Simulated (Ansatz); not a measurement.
The cluster KNa₂⁺. The state is a singlet with charge 1. Geometry PBE/def2-TZVP; atoms count from 1.

```xyz
3

Na    0.104   -1.106   -1.714
Na   -1.827    0.914    0.003
K     1.723    0.192    1.711
```

The structure comes from a short search, and lower isomers may exist.

**Question.** Estimate the Mulliken populations from the PBE0/def2-TZVP orbitals of Ansatz.

**Answer.** 
```json
{"atom": "Na1", "charge (e)": "0.28"}
{"atom": "Na2", "charge (e)": "0.28"}
{"atom": "K3", "charge (e)": "0.43"}
```
Mulliken values and Mayer orders depend strongly on the basis.

**Question.** And the Mayer bond orders between bonded heavy atoms (over 0.3)?

**Answer.** Na1–Na2 0.51 (3.28 Å); Na1–K3 0.40 (4.00 Å); Na2–K3 0.40 (4.00 Å).
